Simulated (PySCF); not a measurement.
**Electron correlation in Ir (iridium, neutral)**

[Xe] 4f14 5d8 6s1, high-spin 4F determinant (an excited configuration). Computed with PySCF 2.14 in aug-cc-pVTZ-PP with ECP60MDF, with scalar relativity through the core potential. Frozen: 5s2 5p6; 9 electrons correlated.

| level | correlation energy (mhartree) |
| --- | --- |
| CCSD | -246.63 |
| (T) | -12.44 |
| CCSD(T) | -259.07 |

Diagnostics: T1 = 0.013, D1 = 0.0450, largest double amplitude 0.018.

Spin-orbit coupling, absent here, splits the open shell strongly.

Cost of the coupled-cluster step: about 50 core-seconds, for 9 correlated electrons.

Iterations:

```
CC2 = 0
CCSD nocc = (np.int64(6), np.int64(3)), nmo = (84, 84)
frozen orbitals [[0, 1, 2, 3], [0, 1, 2, 3]]
max_cycle = 100
direct = 0
conv_tol = 1e-08
conv_tol_normt = 1e-06
diis_space = 8
diis_start_cycle = 0
Init t2, MP2 energy = -0.255255643744042
Init E_corr(UCCSD) = -0.255255643745049
cycle = 1  E_corr(UCCSD) = -0.242377466686234  dE = 0.0128781771  norm(t1,t2) = 0.0507685
cycle = 2  E_corr(UCCSD) = -0.245956049019548  dE = -0.00357858233  norm(t1,t2) = 0.0162538
cycle = 3  E_corr(UCCSD) = -0.246212694422199  dE = -0.000256645403  norm(t1,t2) = 0.00780823
cycle = 4  E_corr(UCCSD) = -0.246623599274656  dE = -0.000410904852  norm(t1,t2) = 0.00314141
cycle = 5  E_corr(UCCSD) = -0.246646016461659  dE = -2.2417187e-05  norm(t1,t2) = 0.00077365
cycle = 6  E_corr(UCCSD) = -0.246629720359657  dE = 1.6296102e-05  norm(t1,t2) = 0.000318801
cycle = 7  E_corr(UCCSD) = -0.246631311085046  dE = -1.59072539e-06  norm(t1,t2) = 0.000118474
cycle = 8  E_corr(UCCSD) = -0.246634698055216  dE = -3.38697017e-06  norm(t1,t2) = 4.42859e-05
cycle = 9  E_corr(UCCSD) = -0.246634702982534  dE = -4.92731844e-09  norm(t1,t2) = 1.42876e-05
cycle = 10  E_corr(UCCSD) = -0.246634227652063  dE = 4.75330471e-07  norm(t1,t2) = 5.28738e-06
cycle = 11  E_corr(UCCSD) = -0.246634304679999  dE = -7.70279364e-08  norm(t1,t2) = 1.74407e-06
cycle = 12  E_corr(UCCSD) = -0.246634307328344  dE = -2.64834463e-09  norm(t1,t2) = 5.58687e-07
UCCSD converged
E(UCCSD) = -103.8641808424216  E_corr = -0.246634307328344
UCCSD(T) correction = -0.0124443139894229
```
